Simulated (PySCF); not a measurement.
PySCF job for aminosilylimino(oxo)methane (CH4N2OSi), SMILES [SiH2](N=C=O)N, IEF-PCM-PBE0/def2-SVP. Coordinates come from a PBE0-D3(BJ)/def2-SVP optimisation. The values are those of a single conformer.

```python
import numpy as np
from pyscf import gto, scf, dft
from pyscf.solvent import pcm

mol = gto.M(
    atom='''
    N     0.84645064   -2.13089987   -0.00000000
    Si   -0.53661456   -1.11732445    0.00000000
    N    -0.19910228    0.58554761   -0.00000000
    C     0.05612133    1.75416982    0.00000000
    O     0.30635796    2.89678341    0.00000000
    H     1.41132701   -2.23023322    0.83585298
    H     1.41132702   -2.23023322   -0.83585297
    H    -1.31454022   -1.38940581   -1.23732677
    H    -1.31454022   -1.38940581    1.23732677
    ''',
    basis='def2-SVP',
    charge=0,
    spin=0,
    max_memory=1600,
    verbose=3,
)
mf = dft.RKS(mol, xc='pbe0').density_fit(auxbasis='def2-universal-jkfit')
mf.grids.level = 3
mf.conv_tol = 1e-9
mf.max_cycle = 100
mf.kernel()
res = {}
for name, eps in {'water': 78.355, 'n-hexane': 1.8819, 'dichloromethane': 8.93}.items():
    s = mf.PCM()
    s.with_solvent.method, s.with_solvent.eps, s.with_solvent.lebedev_order = 'IEF-PCM', eps, 29
    s.kernel(mf.make_rdm1())
    res[name] = (s.e_tot, eps, s.dip_moment(), s.mo_energy, s.converged)
    print(f'{name}: electrostatic solvation free energy {(s.e_tot - mf.e_tot) * 627.509474:.3f} kcal/mol')
```

Program output:

```
converged SCF energy = -514.169726259147

WARN: PCM is an experimental feature. It is still in testing.
Features and APIs may be changed in the future.

converged SCF energy = -514.176901606285
Dipole moment(X, Y, Z, Debye):  1.25579, -2.95543,  0.00000
water: electrostatic solvation free energy -4.503 kcal/mol

WARN: PCM is an experimental feature. It is still in testing.
Features and APIs may be changed in the future.

converged SCF energy = -514.172352887542
Dipole moment(X, Y, Z, Debye):  1.10839, -2.64772,  0.00000
n-hexane: electrostatic solvation free energy -1.648 kcal/mol

WARN: PCM is an experimental feature. It is still in testing.
Features and APIs may be changed in the future.

converged SCF energy = -514.175826019283
Dipole moment(X, Y, Z, Debye):  1.21850, -2.89087,  0.00000
dichloromethane: electrostatic solvation free energy -3.828 kcal/mol
```

The calculation finished and met its thresholds.

Cost: very roughly 40 core-seconds.
